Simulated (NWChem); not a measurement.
System: hydrogen iodide (HI); SMILES I

The following NWChem deck was run.

```
start job
memory heap 200 mb stack 900 mb global 1100 mb
geometry units angstroms noautosym nocenter noautoz
  I      0.000000     0.000000     0.052007
  H      0.000000     0.000000    -1.565186
end
basis spherical
  * library def2-tzvpd
end
ecp
  I library def2-ecp
end
dft
  xc xpbe96 cpbe96
  iterations 150
end
tddft
  cis
  nroots 6
  notriplet
end
task tddft energy
```

NWChem printed, in part:

```
             Northwest Computational Chemistry Package (NWChem) 7.3.0
             --------------------------------------------------------

                             Geometry "geometry" -> ""
                             -------------------------

 Output coordinates in angstroms (scale by  1.889725989 to convert to a.u.)

  No.       Tag          Charge          X              Y              Z
 ---- ---------------- ---------- -------------- -------------- --------------
    1 I                   53.0000     0.00000000     0.00000000     0.05200700
    2 H                    1.0000     0.00000000     0.00000000    -1.56518600

 Effective nuclear repulsion energy (a.u.)      17.3426388792

 Summary of "ao basis" -> "ao basis" (spherical)
 ------------------------------------------------------------------------------
       Tag                 Description            Shells   Functions and Types
 ---------------- ------------------------------  ------  ---------------------
 I                         def2-tzvpd               19       59   7s6p4d2f
 H                         def2-tzvpd                5        9   3s2p

            General Information
            -------------------
          SCF calculation type: DFT
          Wavefunction type:  closed shell.
          No. of atoms     :     2
          No. of electrons :    26
           Alpha electrons :    13
            Beta electrons :    13
          Charge           :     0
          Spin multiplicity:     1
          Use of symmetry is: off; symmetry adaption is: off
          Maximum number of iterations: 150
          AO basis - number of functions:    68
                     number of shells:    24
          Convergence on energy requested:  1.00D-06
          Convergence on density requested:  1.00D-05
          Convergence on gradient requested:  5.00D-04

              XC Information
              --------------
          PerdewBurkeErnzerhof Exchange Functional  1.000
            Perdew 1991 LDA Correlation Functional  1.000 local
           PerdewBurkeErnz. Correlation Functional  1.000 non-local

             Grid Information
             ----------------
          Grid used for XC integration:  medium
          Radial quadrature: Mura-Knowles
          Angular quadrature: Lebedev.
          Tag              B.-S. Rad. Rad. Pts. Rad. Cut. Ang. Pts.
          ---              ---------- --------- --------- ---------
          I                   1.40      123          11.0       590
          H                   0.35       45          10.0       434
          Grid pruning is: on
          Number of quadrature shells:   168
          Spatial weights used:  Erf1

      Superposition of Atomic Density Guess
      -------------------------------------

 Sum of atomic energies:        -347.66220395

      Non-variational initial energy
      ------------------------------

[...]

                                NWChem TDDFT Module
                                -------------------

            General Information
            -------------------
           No. of orbitals :     136
            Alpha orbitals :      68
             Beta orbitals :      68
        Alpha frozen cores :       0
         Beta frozen cores :       0
     Alpha frozen virtuals :       0
      Beta frozen virtuals :       0
         Spin multiplicity :       1
    Number of AO functions :      68
        Use of symmetry is : off
      Symmetry adaption is : off
         Schwarz screening :  0.10D-07

              XC Information
              --------------
   PerdewBurkeErnzerhof Exchange Functional   1.00
     Perdew 1991 LDA Correlation Functional   1.00 local
    PerdewBurkeErnz. Correlation Functional   1.00 non-local

             TDDFT Information
             -----------------
          Calculation type : Tamm-Dancoff TDDFT
         Wavefunction type : Restricted singlets
          No. of electrons :      26
           Alpha electrons :      13
            Beta electrons :      13
              No. of roots :       6
          Max subspacesize :    5200
            Max iterations :     100
               Target root :       1
           Target symmetry : none
      Symmetry restriction : off
                 Algorithm : Optimal
        Davidson threshold :  0.10D-03

    6 smallest eigenvalue differences (eV)
--------------------------------------------------------
  No. Spin  Occ  Vir  Irrep   E(Occ)    E(Vir)   E(Diff)
--------------------------------------------------------
    1    1   13   14 a        -0.250    -0.067     4.958
    2    1   12   14 a        -0.250    -0.067     4.958
    3    1   13   15 a        -0.250     0.009     7.027
    4    1   12   15 a        -0.250     0.009     7.027
    5    1   13   16 a        -0.250     0.017     7.259
    6    1   12   16 a        -0.250     0.017     7.259
--------------------------------------------------------

  Entering Davidson iterations
  Restricted singlet excited states

  Iter   NTrls   NConv    DeltaV     DeltaE      Time
  ----  ------  ------  ---------  ---------  ---------
    1      6       0     0.93E-01   0.10+100        1.4
    2     12       0     0.54E-02   0.40E-02        1.4
    3     18       0     0.22E-03   0.27E-04        1.5
    4     24       6     0.53E-05   0.19E-07        1.4
  ----  ------  ------  ---------  ---------  ---------
  Convergence criterion met

  Ground state a        -298.291457866196 a.u.

  ----------------------------------------------------------------------------
  Root   1 singlet a              0.192607490 a.u.                5.2411 eV
  ----------------------------------------------------------------------------
     Transition Moments    X -0.15935   Y -0.15963   Z -0.00000
     Dipole Oscillator Strength                    0.0065326576
     Electric Quadrupole                           0.0000000143
     Magnetic Dipole                               0.0000003481
     Total Oscillator Strength                     0.0065330200

[...]
```

Level: PBE/def2-TZVPD with def2 effective core potentials on I, TDA. Structure relaxed at the PBE0/def2-SVP level. def2 effective core potentials on I; no spin-orbit coupling.
